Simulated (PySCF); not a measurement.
Compound: C₄H₅Cl₂NSi.
Cartesian coordinates in Å at the GFN2-xTB level; atoms count from 1:
```
atom  x, y, z in Å
C1     3.0972   -0.3691    0.5713
N2     2.0801    0.3533    0.5226
Si3    1.0075    0.8241   -0.7444
Cl4    1.4678    0.0720   -2.5827
Cl5    1.0914    2.8387   -0.7906
C6    -0.6623    0.2402   -0.2453
C7    -1.7764   -0.1096    0.0524
C8    -3.1047   -0.5329    0.4196
H9     3.6003   -0.5042    1.5246
H10    3.5323   -0.8885   -0.2872
H11   -3.4211   -0.0130    1.3232
H12   -3.1146   -1.6063    0.6046
H13   -3.8018   -0.3042   -0.3858
```

Mayer bond orders were computed from the PBE0/pcSseg-1 density (PySCF). The structure is a single GFN2-xTB conformer in the gas phase; no vibrational or solvent corrections. GFN2-xTB frequencies show an imaginary mode (24i cm⁻¹), so this geometry is no minimum at that level.

The orders 0.99, 1.18, 1.94, 2.55 belong to the bonds C1–N2, Si3–C6, C6–C7, C7–C8, in another order. Match them.

Si3–C6 0.99; C7–C8 1.18; C1–N2 1.94; C6–C7 2.55.

Set the orders of all bonds between heavy atoms beside their lengths and the difference of the IAO charges at their ends.

```json
{"bond": "C6–C7", "Mayer order": "2.553", "length (Å)": "1.205", "q(first) − q(second) (e)": "-0.450"}
{"bond": "C1–N2", "Mayer order": "1.943", "length (Å)": "1.248", "q(first) − q(second) (e)": "+0.471"}
{"bond": "C7–C8", "Mayer order": "1.178", "length (Å)": "1.442", "q(first) − q(second) (e)": "+0.483"}
{"bond": "N2–Si3", "Mayer order": "1.041", "length (Å)": "1.726", "q(first) − q(second) (e)": "-1.691"}
{"bond": "Si3–Cl5", "Mayer order": "1.037", "length (Å)": "2.017", "q(first) − q(second) (e)": "+1.448"}
{"bond": "Si3–C6", "Mayer order": "0.991", "length (Å)": "1.838", "q(first) − q(second) (e)": "+1.575"}
{"bond": "Si3–Cl4", "Mayer order": "0.979", "length (Å)": "2.039", "q(first) − q(second) (e)": "+1.473"}
```

For a closed shell the Mayer order of atoms A and B is Σ (PS)μν (PS)νμ over the basis functions μ on A and ν on B, with P the density and S the overlap matrix.
